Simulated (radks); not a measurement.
Spherical quantum dot in the effective-mass picture: electrons in a well V = -V0 / (1 + exp((r - R)/a)) with V0 = 11.3, R = 4.01, a = 0.21, all in effective atomic units (hartree* = m*/eps^2 hartree, bohr* = eps/m* bohr), one dielectric constant everywhere. Calculated with a radial shooting solver with Libxc functionals: non-relativistic Kohn-Sham, LDA (Slater exchange, Perdew-Wang correlation), spin-polarised, spherical densities. Levels are named by radial order and angular momentum (1s, 1p, 1d, 2s, ...), and open shells are averaged over m.

N = 16, configuration 1s2 1p6 1d(up 5, down 3). This is the lowest configuration that the search found. Occupied and some empty levels:

level    occupation  eigenvalue (hartree*)  <r> (bohr*)
1s up             1                -5.7868        2.566
1s down           1                -5.7614        2.559
1p up             3                -5.6017        2.708
1p down           3                -5.5750        2.706
1d up             5                -5.2965        2.825
1d down           3                -5.2692        2.825
1f up             0                -4.8898        2.923
1f down           0                -4.8624        2.924
2s up             0                -4.7226        1.869
2s down           0                -4.7096        1.868
2p up             0                -4.1876        2.184
2p down           0                -4.1709        2.182

Energy (hartree*): total -128.167, kinetic 11.444, external -176.28, Hartree 42.623, exchange-correlation -5.9496.
